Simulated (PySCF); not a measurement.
A structure optimised at PBE0-D3(BJ)/def2-SVP, used in a PySCF frequency run:

```xyz
20

C      0.2100    -0.4893    -2.0107
Si    -0.0408     0.1810    -0.2852
C     -0.5365     1.9811    -0.3421
N      1.3672    -0.0638     0.7083
Si     2.9689     0.5657     0.5097
O     -1.2249    -0.7020     0.4920
Si    -2.8107    -1.1619     0.4414
H      1.0443     0.0281    -2.5112
H      0.4498    -1.5632    -1.9768
H     -0.6885    -0.3540    -2.6334
H      0.2690     2.5928    -0.7795
H     -1.4406     2.1337    -0.9527
H     -0.7354     2.3591     0.6724
H      1.1919    -0.6648     1.5095
H      4.0004    -0.5078     0.3471
H      3.4050     1.4223     1.6582
H      2.9525     1.4027    -0.7295
H     -3.1004    -1.9290    -0.8096
H     -3.7104     0.0323     0.4828
H     -3.0937    -2.0276     1.6216
```
Charge 0, spin multiplicity 1.

### Question
Write its SMILES and formula.

### Answer
C[Si](C)(N[SiH3])O[SiH3], C2H13NOSi3

### Question
What are its rotational constants (standard atomic weights)?

### Answer
2.5639, 0.69315, 0.66753 GHz
